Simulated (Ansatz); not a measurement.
`FC(F)O[C@@H](F)[C@H](F)C(F)F` + HI → `FC(F)C(F)I` + `FCOC(F)F`  (substitution at a C–C bond)

Calculated with Ansatz (gas phase, PBE0-D4/def2-TZVP geometries, no zero-point term in ΔE). CCSD(T)/CBS is the MP2 limit (def2-TZVPP, def2-QZVPP) plus CCSD(T) − MP2 in def2-TZVPP, frozen cores. def2 core potentials past Kr. For I outer-core shells are correlated without core-valence functions, which leaves a few kJ/mol of doubt a bond. Each species was taken in one conformer, which may not be the lowest.

```csv
species,HF/def2-QZVPP energy (Eh)
`FC(F)O[C@@H](F)[C@H](F)C(F)F`,-825.69158
HI,-297.24403
`FC(F)C(F)I`,-672.04086
`FCOC(F)F`,-450.87974
```

Q: Work out ΔE.

A: ΔE = (-672.04086) + (-450.87974) − (-825.69158) − (-297.24403) = 0.01501 Eh = +9.4 kcal/mol. CCSD(T)/CBS gives +6.1 kcal/mol.

Largest T1 diagnostic among the species: 0.012.

From PBE to PBE0 (25 % exact exchange), in def2-TZVPP and without D4, ΔE moves by +2.2 kcal/mol. In def2-TZVPP, CCSD(T) changes the Hartree–Fock value by −1.8 kcal/mol (the triples alone add −0.7 kcal/mol) and MP2 by −3.6 kcal/mol.
